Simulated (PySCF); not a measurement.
Method: PBE-D3(BJ)/def2-TZVP // PBE0-D3(BJ)/def2-TZVP in PySCF. Isolated molecules, 0 K electronic values unless said otherwise. Delta-SCF ions had no search for a lower state. 

Reference species (SMILES): `BC#C` (neutral, multiplicity 1).

- vertical ionisation energy (Delta-SCF) = 10.35 eV
- HOMO–LUMO gap = 3.51 eV

Changed species: `C1=CB1`.

Predict the effect on the vertical ionisation energy (Delta-SCF) and HOMO–LUMO gap.

the vertical ionisation energy (Delta-SCF) rises by 0.17 eV, to 10.52 eV; the HOMO–LUMO gap increases by 1.77 eV, to 5.28 eV.
